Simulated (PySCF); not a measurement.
C3H7NSi, SMILES C1N(C=C1)[SiH3].

Coordinates come from a ωB97X-D3(BJ)/def2-SVP optimisation. This is a generated structure with no PubChem entry under its InChIKey; it may be hypothetical.

Level of theory: PBE/def2-TZVP in PySCF.

Gas-phase values at a fixed geometry.

The total energy comes out as -462.41000 hartree and the highest occupied level is -4.89 eV. The lowest empty level comes out as -0.48 eV and the orbital gap is 4.41 eV. The dipole moment comes out as 0.42 D and the quadrupole, principal values (traceless, Buckingham form, about the centre of nuclear charge) comes out as -3.88, -0.23, 4.11 D·Å. The mean static polarisability comes out as 70.6 bohr³ (10.46 Å³) and the polarisability, principal values is 54.6, 68.5, 88.7 bohr³.
